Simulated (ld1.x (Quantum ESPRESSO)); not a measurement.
**magnesium (Mg): excitation energies, all-electron against RRKJ**

| Item | Value |
| --- | --- |
| Element | magnesium |
| Generator | ld1.x (Quantum ESPRESSO) 7.5 |
| Type | norm-conserving RRKJ (Kleinman–Bylander form) |
| Functional | PBE |
| Relativity | non-relativistic |
| Frozen core | [He] |
| Valence charge | 10 |
| Reference configuration | 2s2 2p6 3s2 3p0 |
| Partial waves | 2p (bound): rc 0.95 bohr; 2s (bound): rc 0.55 bohr |
| Local potential | the s channel |
| Core correction | none |

Occupied shells without a wave of their own: 3s. They enter only through the test configuration that unscreens the potential.

Energies are relative to the spin-unpolarised reference configuration 2s2 2p6 3s2 3p0; without spin polarisation the order of configurations can differ from experiment.

Give the all-electron excitation energy and the error of the potential for: 2s2 2p6 3s1 3p0; 2s2 2p6 3s0 3p0; 2s2 2p6 3s1.5 3p0; 2s2 2p5 3s2 3p0; 2s2 2p6 3s0 3p2; 2s1 2p6 3s2 3p0; 2s2 2p6 3s0 3p1.

```
valence configuration  charge  ΔE all-electron (eV)  error AE − PS (meV)
      2s2 2p6 3s1 3p0      +1                 7.949                  -10
      2s2 2p6 3s0 3p0      +2                22.950                  -28
    2s2 2p6 3s1.5 3p0    +0.5                 3.140                 -4.2
      2s2 2p5 3s2 3p0      +1                58.587                 +104
      2s2 2p6 3s0 3p2       0                 7.149                  -49
      2s1 2p6 3s2 3p0      +1                91.161                  -83
      2s2 2p6 3s0 3p1      +1                12.293                  -47
```

Levels in the configuration 2s2 2p6 3s0 3p1:

| level | all-electron (eV) | pseudo (eV) |
| --- | --- | --- |
| 2s | -90.415 | -90.488 |
| 2p | -57.494 | -57.570 |
| 3p | -7.807 | -7.800 |
